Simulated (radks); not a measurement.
Excited configurations of As2+: one electron is placed in a higher orbital outside [Ar] 3d10 4s2. The ground configuration is [Ar] 3d10 4s2 4p1. Calculated with a radial shooting solver on a logarithmic mesh with Libxc functionals: scalar-relativistic Kohn-Sham, PBE, spin-unpolarised, spherical densities, finite nucleus; Fermi nuclear charge, rms radius 4.0968 fm. Excitation = E - E(ground); binding = E(ion) - E, where the ion is the core of charge +3; n* = 3/sqrt(2 binding) in atomic units, and the quantum defect is n - n*.

\begin{tabular}{lrrrr}
outer orbital & excitation (eV) & binding (eV) & n* & <r> (bohr) \\ \hline
4f & 19.777 & 7.927 & 3.930 & 5.678 \\
5d & 19.437 & 8.266 & 3.849 & 6.654 \\
6s & 19.232 & 8.471 & 3.802 & 7.439 \\
6p & 20.495 & 7.208 & 4.122 & 8.442 \\
6d & 22.401 & 5.302 & 4.806 & 10.91 \\
7s & 22.298 & 5.405 & 4.760 & 11.65 \\
7d & 24.006 & 3.698 & 5.754 & 16.10 \\
7f & 24.931 & 2.773 & 6.645 & 20.81 \\
\end{tabular}

The Delta-SCF ionisation energy is 27.703 eV (NIST Atomic Spectra Database: 28.35 eV, measured). Self-interaction in the functional shifts the binding energies and quantum defects, so they are the method's values and not measured ones. Spin polarisation and multiplet splitting are left out, so open shells lie too high by an amount that depends on their filling.

Beside tabulated values, note that spin-unpolarised runs miss the spin-polarisation part of the exchange energy of open shells.
